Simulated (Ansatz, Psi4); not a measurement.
# BrF (bromine fluoride): a line through the functionals

BrF has 2 atoms, charge 0, and is taken as a singlet. As SMILES, `FBr`. The shape is that of a PBE0-D4/def2-TZVP optimisation.

The vertical ionisation energy (to the doublet cation) y, in eV, basis cc-pVTZ; a is the functional's share of exact exchange. Programs: Ansatz 0.2.0, Psi4 1.11.

| functional | program | a | y (eV) |
| --- | --- | --- | --- |
| TPSS | Psi4 | 0 | 11.61 |
| revPBE | Ansatz | 0 | 11.47 |
| B3LYP | Ansatz | 0.2 | ? |
| r2SCAN0 | Ansatz | 0.25 | 11.89 |
| PBE0 | Ansatz | 0.25 | 11.80 |
| BHLYP | Ansatz | 0.5 | 11.91 |

**Question.** Fit y = c + s·a to the known rows and predict B3LYP.

**Answer.** 
1. Means of the 5 rows: a = 0.2000, y = 11.736.
2. Σ(Δa)² = 0.175, Σ(Δa·Δy) = 0.1415, so the slope is 0.1415/0.175 = 0.80857.
3. Intercept: 11.736 − (0.80857) × 0.2000 = 11.574. The largest residual of the fit is 0.11.
4. B3LYP: 11.574 + (0.80857) × 0.2 = 11.74 eV.

The run gave 11.83 eV, so the prediction is off by -0.09 eV, within the largest residual. The rows mix families of semi-local functionals, which the line can't see. Spin-orbit coupling is left out.
